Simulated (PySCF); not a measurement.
## Electronic structure of Ni²⁺ (nickel, charge +2) at the UHF level

Configuration: [Ar] 3d7 4s1, high-spin 5F determinant (an excited configuration). Computed with PySCF 2.14 in x2c-TZVPPall with one added diffuse shell each of s, p, d, f type (7s6p5d3f1g, 80 functions), with scalar relativity by spin-free X2C-1e.

- Total energy: -1518.046110 hartree
- One-electron energy: -2081.3970 hartree
- Hartree (Coulomb) energy: 625.2352 hartree
- Exchange energy: -61.8843 hartree
- ⟨S²⟩: 6.0022
- ⟨L²⟩: 12.024
- Sum of ⟨r⟩: 16.60 bohr
- Sum of ⟨r²⟩: 19.29 bohr²
- Langevin diamagnetic susceptibility: -15.3 ×10⁻⁶ cm³/mol

```json
{"shell": "1s α", "electrons": "1", "mean orbital energy (eV)": "-8430.7", "spread (eV)": "0", "rms radius, mean of both spins (bohr)": "0.0624"}
{"shell": "1s β", "electrons": "1", "mean orbital energy (eV)": "-8430.4", "spread (eV)": "0", "rms radius, mean of both spins (bohr)": "0.0624"}
{"shell": "2s α", "electrons": "1", "mean orbital energy (eV)": "-1081.3", "spread (eV)": "0", "rms radius, mean of both spins (bohr)": "0.265"}
{"shell": "2s β", "electrons": "1", "mean orbital energy (eV)": "-1077.8", "spread (eV)": "0", "rms radius, mean of both spins (bohr)": "0.265"}
{"shell": "2p α", "electrons": "3", "mean orbital energy (eV)": "-930.33", "spread (eV)": "0", "rms radius, mean of both spins (bohr)": "0.238"}
{"shell": "2p β", "electrons": "3", "mean orbital energy (eV)": "-927.07", "spread (eV)": "0", "rms radius, mean of both spins (bohr)": "0.238"}
{"shell": "3s α", "electrons": "1", "mean orbital energy (eV)": "-168.09", "spread (eV)": "0", "rms radius, mean of both spins (bohr)": "0.789"}
{"shell": "3s β", "electrons": "1", "mean orbital energy (eV)": "-159.23", "spread (eV)": "0", "rms radius, mean of both spins (bohr)": "0.789"}
{"shell": "3p α", "electrons": "3", "mean orbital energy (eV)": "-122.12", "spread (eV)": "0", "rms radius, mean of both spins (bohr)": "0.837"}
{"shell": "3p β", "electrons": "3", "mean orbital energy (eV)": "-111.88", "spread (eV)": "0", "rms radius, mean of both spins (bohr)": "0.837"}
{"shell": "3d α", "electrons": "5", "mean orbital energy (eV)": "-48.228", "spread (eV)": "1.606", "rms radius, mean of both spins (bohr)": "1.00"}
{"shell": "3d β", "electrons": "2", "mean orbital energy (eV)": "-44.099", "spread (eV)": "0", "rms radius, mean of both spins (bohr)": "1.00"}
{"shell": "4s α", "electrons": "1", "mean orbital energy (eV)": "-27.545", "spread (eV)": "0", "rms radius, mean of both spins (bohr)": "2.51"}
```

Densities and radii are taken from the X2C orbitals without a picture-change correction, which distorts them close to the nucleus.

Spin-orbit constants ζ (cm⁻¹) from the X2C one-electron operator on these orbitals: bare nucleus, nucleus screened by l(l+1)(2l+1)/3 electrons, and screened by the Breit-Pauli mean field of the electrons.

| shell | bare | screened nucleus | mean field |
| --- | --- | --- | --- |
| 2p | 98150 | 91140 | 87910 |
| 3p | 12570 | 11680 | 11190 |
| 3d | 1263 | 811.8 | 738.7 |

To first order the Landé constant is A = -184.7 cm⁻¹, so the lowest level has J = 5 and lies 0.137 eV below the centre of the term. This holds in LS coupling only.
